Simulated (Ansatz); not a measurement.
AlCl3H3P (`[PH3+][Al-]([Cl])([Cl])[Cl]`). The species carries charge 0 and has multiplicity 1. Geometry: relaxed with PBE0-D4/def2-TZVP. It is one conformer, not always the lowest.

```xyz
8

P    -0.765    0.830    0.030
Al    0.913   -0.990   -0.036
Cl    0.169   -2.102   -1.662
Cl    2.657    0.144   -0.364
Cl    0.639   -1.799    1.888
H    -2.108    0.466    0.240
H    -0.895    1.635   -1.116
H    -0.610    1.818    1.020
```

(1) What is the dipole moment at r2SCAN/def2-TZVPP? (Best estimate.)

(2) And with PBE, B3LYP, ωB97M-V? (Best estimate.)

(3) Give the Mulliken charges with r2SCAN, PBE, B3LYP in def2-TZVPP. (Estimate.)

Results:

(1) Computed: 5.59 D, with components (-3.79, 4.11, 0.15) D in this frame, pointing from negative to positive charge.

(2) Computed: PBE 5.40 D, B3LYP 5.52 D, ωB97M-V 5.52 D.

(3) Computed: 
| atom | r2SCAN | PBE | B3LYP |
| --- | --- | --- | --- |
| P1 | 0.09 | 0.03 | 0.05 |
| Al2 | 0.53 | 0.44 | 0.52 |
| Cl3 | -0.28 | -0.25 | -0.27 |
| Cl4 | -0.28 | -0.25 | -0.27 |
| Cl5 | -0.28 | -0.25 | -0.27 |
| H6 | 0.07 | 0.09 | 0.08 |
| H7 | 0.07 | 0.09 | 0.08 |
| H8 | 0.07 | 0.09 | 0.08 |

B3LYP here is the variant with VWN-RPA as its local correlation; programs differ in this.
